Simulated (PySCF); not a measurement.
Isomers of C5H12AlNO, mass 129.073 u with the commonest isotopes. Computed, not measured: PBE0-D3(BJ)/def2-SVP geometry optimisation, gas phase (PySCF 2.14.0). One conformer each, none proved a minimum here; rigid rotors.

Question: Order these by rotational constant C, smallest first.
A. `[CH3:1][C:2]#[N+:3][AlH2-:4][O:5][CH:6]([CH3:7])[CH3:8]` with N3–Al4–O5–C6 -76°, Al4–O5–C6–C7 -48°
B. `[H]/[N:1]=[CH:2]\[C@@H:3]1[CH2:4][CH2:5][CH2:6][O+:7]1[AlH3-:8]` with N1–C2–C3–C4 118°, C2–C3–C4–C5 -85°, C3–C4–C5–C6 -39°, C4–C5–C6–O7 30°, C5–C6–O7–Al8 177°
C. `[CH2:1]=[N:2][C@@H:3]1[CH2:4][CH2:5][CH2:6][O+:7]1[AlH3-:8]` with C1–N2–C3–C4 -103°, N2–C3–C4–C5 -141°, C3–C4–C5–C6 2°, C4–C5–C6–O7 22°, C5–C6–O7–Al8 100°

Answer: A (713.1 MHz), C (1043 MHz), B (1092 MHz).

Question: Order these by dipole moment, smallest first.
A. `[CH2:1]=[N:2][C@@H:3]1[CH2:4][CH2:5][CH2:6][O+:7]1[AlH3-:8]` with C1–N2–C3–C4 -103°, N2–C3–C4–C5 -141°, C3–C4–C5–C6 2°, C4–C5–C6–O7 22°, C5–C6–O7–Al8 100°
B. `[H]/[N:1]=[CH:2]\[C@@H:3]1[CH2:4][CH2:5][CH2:6][O+:7]1[AlH3-:8]` with N1–C2–C3–C4 118°, C2–C3–C4–C5 -85°, C3–C4–C5–C6 -39°, C4–C5–C6–O7 30°, C5–C6–O7–Al8 177°
C. `[CH3:1][C:2]#[N+:3][AlH2-:4][O:5][CH:6]([CH3:7])[CH3:8]` with N3–Al4–O5–C6 -76°, Al4–O5–C6–C7 -48°

Answer: B (6.42 D), A (7.27 D), C (8.32 D).

Question: Order these by rotational constant B, largest first.
A. `[H]/[N:1]=[CH:2]\[C@@H:3]1[CH2:4][CH2:5][CH2:6][O+:7]1[AlH3-:8]` with N1–C2–C3–C4 118°, C2–C3–C4–C5 -85°, C3–C4–C5–C6 -39°, C4–C5–C6–O7 30°, C5–C6–O7–Al8 177°
B. `[CH2:1]=[N:2][C@@H:3]1[CH2:4][CH2:5][CH2:6][O+:7]1[AlH3-:8]` with C1–N2–C3–C4 -103°, N2–C3–C4–C5 -141°, C3–C4–C5–C6 2°, C4–C5–C6–O7 22°, C5–C6–O7–Al8 100°
C. `[CH3:1][C:2]#[N+:3][AlH2-:4][O:5][CH:6]([CH3:7])[CH3:8]` with N3–Al4–O5–C6 -76°, Al4–O5–C6–C7 -48°

Answer: B (1689 MHz), A (1481 MHz), C (888.4 MHz).

| SMILES | point group | Ia (u·Å²) | Ib (u·Å²) | Ic (u·Å²) | κ | μa (D) | μb (D) | μc (D) |
| --- | --- | --- | --- | --- | --- | --- | --- | --- |
| C=N[C@@H]1CCC[O+]1[AlH3-] | C1 | 262.32 | 299.18 | 484.50 | 0.46 | 1.87 | 6.83 | 1.63 |
| [H]/N=C\[C@@H]1CCC[O+]1[AlH3-] | C1 | 232.39 | 341.25 | 462.86 | -0.28 | 5.75 | 2.72 | 0.82 |
| CC#[N+][AlH2-][O]C(C)C | C1 | 210.15 | 568.87 | 708.70 | -0.79 | 6.73 | 4.85 | 0.71 |
